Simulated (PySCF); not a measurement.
methyl ethyl ether (C3H8O), singlet, geometry from GFN2-xTB, with bond 6-2 at 1.3 times its length; DF-R2SCAN/cc-pVDZ (PySCF).

Here is a job for PySCF.
```python
from pyscf import gto, scf, dft

mol = gto.Mole()
mol.atom = '''
    O     0.022172   -0.706372   -0.008918
    C    -0.001910    0.703791    0.009063
    C     1.319408   -1.235776   -0.004276
    C    -1.449207    1.167504    0.002248
    H     0.515371    1.075025    0.908962
    H     0.691025    1.216261   -1.135892
    H     1.215575   -2.318745   -0.019167
    H     1.887160   -0.910900   -0.886220
    H     1.871403   -0.933890    0.895656
    H    -1.949854    0.799068   -0.888595
    H    -1.965443    0.776323    0.874298
    H    -1.492447    2.252984    0.015870
'''
mol.basis = 'cc-pvdz'
mol.charge = 0
mol.spin = 0
mol.verbose = 4
mol.build()

mf = dft.RKS(mol)
mf.xc = 'r2scan'
mf.diis_space = 2
mf = mf.density_fit(auxbasis='def2-universal-jkfit')
mf.kernel()
mf.analyze()
```

### Question
Write the output that PySCF gives for this input, abridged.

### Answer

```
PySCF version 2.14.0

[INPUT] verbose = 4
[INPUT] num. atoms = 12
[INPUT] num. electrons = 34
[INPUT] charge = 0
[INPUT] spin (= nelec alpha-beta = 2S) = 0
[INPUT] symmetry False subgroup None
[INPUT] Mole.unit = angstrom
[INPUT] Symbol           X                Y                Z      unit          X                Y                Z       unit  Magmom
[...]
nuclear repulsion = 132.63578783147
number of shells = 44
number of NR pGTOs = 160
number of NR cGTOs = 96
basis = cc-pvdz
ecp = {}

******** <class 'pyscf.df.df_jk.DFRKS'> ********
method = DFRKS
initial guess = minao
damping factor = 0
level_shift factor = 0
DIIS = <class 'pyscf.scf.diis.CDIIS'>
diis_start_cycle = 1
diis_space = 2
diis_damp = 0
SCF conv_tol = 1e-09
SCF conv_tol_grad = None
SCF max_cycles = 50
direct_scf = False
XC library pyscf.dft.libxc version 7.1.2
    S. Lehtola, C. Steigemann, M. J. T. Oliveira, and M. A. L. Marques,  SoftwareX 7, 1–5 (2018)
XC functionals = r2scan
    J. W. Furness, A. D. Kaplan, J. Ning, J. P. Perdew, and J. Sun,  J. Phys. Chem. Lett. 11, 8208–8215 (2020)
    J. W. Furness, A. D. Kaplan, J. Ning, J. P. Perdew, and J. Sun,  J. Phys. Chem. Lett. 11, 9248–9248 (2020)
    J. W. Furness, A. D. Kaplan, J. Ning, J. P. Perdew, and J. Sun,  J. Phys. Chem. Lett. 11, 8208–8215 (2020)
    J. W. Furness, A. D. Kaplan, J. Ning, J. P. Perdew, and J. Sun,  J. Phys. Chem. Lett. 11, 9248–9248 (2020)
radial grids:
    Treutler-Ahlrichs [JCP 102, 346 (1995); DOI:10.1063/1.469408] (M4) radial grids

becke partition: Becke, JCP 88, 2547 (1988); DOI:10.1063/1.454033
pruning grids: <function nwchem_prune>
grids dens level: 3
symmetrized grids: False
atomic radii adjust function: <function treutler_atomic_radii_adjust>
small_rho_cutoff = 0
Set gradient conv threshold to 3.16228e-05
Initial guess from minao.
tot grids = 134904
init E= -194.239259129207
[...]
cycle= 1 E= -194.121054560698  delta_E= 0.118  |g|= 0.598  |ddm|= 2.94
[...]
cycle= 2 E= -193.921332208306  delta_E=  0.2  |g|= 1.14  |ddm|= 1.66
[...]
cycle= 3 E= -194.195018219795  delta_E= -0.274  |g|= 0.131  |ddm|= 1.23
[...]
cycle= 4 E= -194.193992729434  delta_E= 0.00103  |g|= 0.143  |ddm|= 0.202
[...]
cycle= 5 E= -194.198376820377  delta_E= -0.00438  |g|= 0.0543  |ddm|= 0.124
[...]
cycle= 6 E= -194.197159611798  delta_E= 0.00122  |g|= 0.0973  |ddm|= 0.127
[...]
cycle= 7 E= -194.198952340631  delta_E= -0.00179  |g|= 0.0191  |ddm|= 0.0794
[...]
cycle= 8 E= -194.198889953387  delta_E= 6.24e-05  |g|= 0.0239  |ddm|= 0.0359
[...]
[...]
cycle= 13 E= -194.199046859231  delta_E= -7.22e-06  |g|= 0.00167  |ddm|= 0.00569
[...]
cycle= 14 E= -194.199046331782  delta_E= 5.27e-07  |g|= 0.00218  |ddm|= 0.00265
[...]
cycle= 15 E= -194.19904726473  delta_E= -9.33e-07  |g|= 0.000774  |ddm|= 0.00185
[...]
cycle= 16 E= -194.199047040629  delta_E= 2.24e-07  |g|= 0.00131  |ddm|= 0.00182
[...]
cycle= 17 E= -194.199047387257  delta_E= -3.47e-07  |g|= 0.000381  |ddm|= 0.00119
[...]
cycle= 18 E= -194.199047342996  delta_E= 4.43e-08  |g|= 0.00054  |ddm|= 0.000684
[...]
cycle= 19 E= -194.19904741163  delta_E= -6.86e-08  |g|= 0.000205  |ddm|= 0.00053
[...]
cycle= 20 E= -194.199047398652  delta_E= 1.3e-08  |g|= 0.000339  |ddm|= 0.00042
[...]
cycle= 21 E= -194.19904741795  delta_E= -1.93e-08  |g|= 0.000102  |ddm|= 0.000265
[...]
cycle= 22 E= -194.199047414363  delta_E= 3.59e-09  |g|= 0.000153  |ddm|= 0.000214
[...]
cycle= 23 E= -194.199047420011  delta_E= -5.65e-09  |g|= 5.99e-05  |ddm|= 0.00016
[...]
cycle= 24 E= -194.19904741896  delta_E= 1.05e-09  |g|= 9.15e-05  |ddm|= 0.000104
[...]
cycle= 25 E= -194.199047420454  delta_E= -1.49e-09  |g|= 3.03e-05  |ddm|= 7.13e-05
[...]
cycle= 26 E= -194.19904742011  delta_E= 3.44e-10  |g|= 5.09e-05  |ddm|= 7.09e-05
[...]
cycle= 27 E= -194.199047420631  delta_E= -5.21e-10  |g|= 1.69e-05  |ddm|= 4.83e-05
[...]
Extra cycle  E= -194.1990474205  delta_E= 1.31e-10  |g|= 3.04e-05  |ddm|= 3.29e-05
converged SCF energy = -194.1990474205
**** SCF Summaries ****
Total Energy =                        -194.199047420500165
Nuclear Repulsion Energy =             132.635787831469543
One-electron Energy =                 -524.963459971306634
Two-electron Energy =                  198.128624719336898
Two-electron Coulomb Energy =          225.804619212187163
DFT Exchange-Correlation Energy =      -27.675994492850254
HOMO-LUMO gap [eV] =                     6.652483374973928
**** MO energy ****
[...]
 ** Mulliken pop on meta-lowdin orthogonal AOs  **
 ** Mulliken pop  **
 ** Mulliken atomic charges  **
charge of    0O =     -0.37635
charge of    1C =      0.08773
charge of    2C =     -0.08199
charge of    3C =     -0.30641
charge of    4H =      0.07988
charge of    5H =     -0.02092
charge of    6H =      0.11418
charge of    7H =      0.08761
charge of    8H =      0.08363
charge of    9H =      0.11225
charge of   10H =      0.10968
charge of   11H =      0.11071
Dipole moment(X, Y, Z, Debye):  0.56745,  0.29176,  0.43784
```
